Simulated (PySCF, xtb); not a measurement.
1-fluoro-1-methylcyclopropane (C4H7F), SMILES CC1(F)CC1.

Harmonic wavenumbers (cm⁻¹) from GFN2-xTB (xtb 6.7.1) at its own minimum, in rising order: 154, 299, 330, 387, 439, 731, 793, 892, 912, 951, 965, 1053, 1066, 1106, 1109, 1143, 1238, 1376, 1404, 1419, 1469, 1477, 1490, 3023, 3031, 3060, 3097, 3098, 3107, 3123.

Problem. What does PBE-D3(BJ)/def2-SVP in PySCF give at its own minimum? (The exact figures need the calculation; the answer reports its results.)

Solution. 221, 300, 332, 390, 445, 696, 742, 820, 893, 907, 923, 984, 1016, 1030, 1087, 1133, 1255, 1304, 1365, 1365, 1398, 1415, 1458, 2975, 3062, 3064, 3066, 3082, 3159, 3169. Paired by order, the mean absolute difference is 38 cm⁻¹ and the zero-point energies are 62.5 and 61.6 kcal/mol.
